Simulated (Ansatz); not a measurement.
Species: C$_{6}$H$_{15}$GeI, SMILES `C[CH2][Ge]([I])([CH2]C)[CH2]C` (charge 0, multiplicity 1).

Problem. Give a relaxed geometry from Ansatz (an electronic-structure program) with B3LYP-D3(BJ)/def2-SVP.

Solution. One answer among several that fit: the end point of this relaxation, one of several conformers (outside a Z-matrix the atoms follow the SMILES, hydrogens last).
Cartesian coordinates (Å) in one orientation:
```xyz
23

C     -0.725     2.500    -0.833
C      0.263     1.620    -0.067
Ge     0.147    -0.295    -0.523
I      0.853    -0.505    -2.995
C      1.407    -1.385     0.530
C      2.866    -0.938     0.426
C     -1.703    -0.964    -0.409
C     -2.291    -0.827     0.999
H     -0.620     3.562    -0.557
H     -0.567     2.421    -1.920
H     -1.769     2.210    -0.630
H      0.096     1.690     1.023
H      1.301     1.939    -0.248
H      1.054    -1.340     1.576
H      1.288    -2.430     0.201
H      3.218    -0.975    -0.617
H      3.001     0.096     0.783
H      3.529    -1.582     1.026
H     -2.302    -0.407    -1.146
H     -1.697    -2.015    -0.739
H     -3.327    -1.202     1.043
H     -2.313     0.224     1.332
H     -1.709    -1.394     1.744
```
